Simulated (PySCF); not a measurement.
C5H4N2O.
Structure used (GFN2-xTB), in Å, numbered top down from 1:
```
atom  x, y, z in Å
C1    -2.9680    0.1271    0.0103
C2    -1.5336    0.0389    0.0336
C3    -0.3316   -0.0291    0.0467
C4     1.0677   -0.1000    0.0493
N5     1.8951    0.6310   -0.6519
C6     3.1023    0.1520   -0.2763
N7     3.0386   -0.8091    0.5974
O8     1.7145   -0.9895    0.8243
H9    -3.3824   -0.2814    0.9312
H10   -3.3569   -0.4373   -0.8371
H11   -3.2704    1.1689   -0.0899
H12    4.0261    0.5278   -0.6635
```

The closed-shell SCF was solved with PySCF and density fitting under several settings on one GFN2-xTB geometry (grid level 2 and gas phase unless stated).

```json
{"settings": "PBE0/pcSseg-1", "basis functions": "156", "SCF cycles": "15", "E (Eh)": "-377.0835", "HOMO (eV)": "-7.71", "LUMO (eV)": "-1.60", "dipole (D)": "3.13"}
{"settings": "PBE0/def2-SVPD", "basis functions": "195", "SCF cycles": "15", "E (Eh)": "-376.8667", "HOMO (eV)": "-7.71", "LUMO (eV)": "-1.64", "dipole (D)": "3.19"}
{"settings": "mPW1PW91/pcSseg-1, level shift 0.1 Eh", "basis functions": "156", "SCF cycles": "11", "E (Eh)": "-377.4166", "HOMO (eV)": "-7.74", "LUMO (eV)": "-1.63", "dipole (D)": "3.13"}
{"settings": "PBE0/6-31G, grid level 1", "basis functions": "80", "SCF cycles": "11", "E (Eh)": "-376.9817", "HOMO (eV)": "-7.68", "LUMO (eV)": "-1.50", "dipole (D)": "3.25"}
```

Task: Estimate the rows for these settings: (1) KT3/def2-SVPD, start guess huckel; (2) PBE0/pcSseg-1, grid level 4, fitting basis def2-universal-jkfit.

Result: 
```csv
settings,basis functions,SCF cycles,E (Eh),HOMO (eV),LUMO (eV),dipole (D)
"KT3/def2-SVPD, start guess huckel",195,19,-383.0624,-6.60,-2.45,3.09
"PBE0/pcSseg-1, grid level 4, fitting basis def2-universal-jkfit",156,11,-377.0836,-7.71,-1.60,3.13
```

Task: Over all rows, what range does the HOMO–LUMO gap span?

Result: From 4.15 eV (KT3/def2-SVPD, start guess huckel) to 6.18 eV (PBE0/6-31G, grid level 1). The functional of the narrowest has no exact exchange, that of the widest 25 % exact exchange.

Task: Compare two rows with the functional PBE0: PBE0/6-31G, grid level 1 and PBE0/pcSseg-1, grid level 4, fitting basis def2-universal-jkfit. Which energy is lower, and by how much?

Result: PBE0/pcSseg-1, grid level 4, fitting basis def2-universal-jkfit (156 functions) lies 0.1019 Eh or 64 kcal/mol below PBE0/6-31G, grid level 1 (80 functions).

Cycle counts include a coarse-grid stage where the run had one. KT3 was designed for NMR shieldings or shifts; total energies of different functionals aren't comparable.
